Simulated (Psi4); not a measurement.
ethylene (C2H4), singlet, geometry from GFN2-xTB, with bond 3-1 at 1.6 times its length.

The Psi4 input:
```
memory 2 GB

molecule {
0 1
C    -0.01328681   -0.00656652    0.65800535
C     0.01328681    0.00656652   -0.65800535
H    -0.02546231    1.44664622    1.58635293
H    -0.02873771   -0.92622134    1.21982272
H     0.02873771    0.92622134   -1.21982272
H     0.02089650   -0.90169144   -1.23822259
}

set {
  basis def2-sv(p)
}

energy('cam-b3lyp')
print_variables()
```

Q: What is the computed dipole moment (Psi4 with CAM-B3LYP/def2-SV(P))?

A: 0.64 D

Q: What total energy does CAM-B3LYP/def2-SV(P) give?

A: -78.3712 Eh

Q: Predict the nuclear repulsion energy from CAM-B3LYP/def2-SV(P).

A: 32.1108 Eh

Q: What number of basis functions does CAM-B3LYP/def2-SV(P) give?

A: 36
